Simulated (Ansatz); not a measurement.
```xyz
3

S     0.0000    0.0000   -0.3416
O     0.0000    1.1504    0.3416
O     0.0000   -1.1504    0.3416
```

Basis set: def2-TZVP (spherical functions). Frozen core: 7 orbitals. Charge 0, multiplicity 1.

Computed with Ansatz (development build ahead of 0.2.0); each method stands on the lowest determinant of its kind that the runs found. Restricted open shells among the atoms or ions are ROHF, correlated in semicanonical orbitals with singles.

Question: Give the atomization energy at this shape (free ground-state atoms in the same class of orbitals less the molecule, no zero-point energy) of singlet SO₂ by RHF-MP2, RHF.

Answer:

```json
{"method": "RHF-MP2", "atomization energy": "243.12 kcal/mol"}
{"method": "RHF", "atomization energy": "112.86 kcal/mol"}
```

Caution: no unrestricted run beside it, a lower state can exist; the shape is not the minimum.
